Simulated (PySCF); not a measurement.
SMILES C(C(C)C)[SiH2][SeH] (GFN2-xTB optimised geometry):

```
18

C      0.097    -1.333     1.195
C      0.629    -0.550     0.000
C      2.156    -0.550     0.000
C      0.097     0.884     0.000
Si    -1.784     1.033    -0.214
Se    -2.385    -0.551    -1.761
H     -0.987    -1.417     1.148
H      0.366    -0.836     2.125
H      0.514    -2.337     1.208
H      0.287    -1.047    -0.920
H      2.538    -1.568    -0.024
H      2.534    -0.063     0.897
H      2.543    -0.020    -0.868
H      0.392     1.377     0.928
H      0.579     1.435    -0.811
H     -2.543     0.769     1.010
H     -2.162     2.337    -0.759
H     -3.707    -0.048    -1.975
```

Method: PBE0/def2-SVP (PySCF 2.14.0).

Q: What are the frontier orbital energies and the dipole moment?

A: HOMO-2 -8.62 eV, HOMO-1 -8.46 eV, HOMO -6.68 eV, LUMO 0.57 eV, LUMO+1 0.69 eV; dipole moment 1.31 D.

Meta-Löwdin charges at PBE0/def2-SVP: C1 -0.30, C2 -0.03, C3 -0.30, C4 -0.40, Si5 0.53, Se6 -0.25, H7 0.10, H8 0.09, H9 0.10, H10 0.08, H11 0.10, H12 0.09, H13 0.10, H14 0.11, H15 0.11, H16 -0.10, H17 -0.09, H18 0.06.
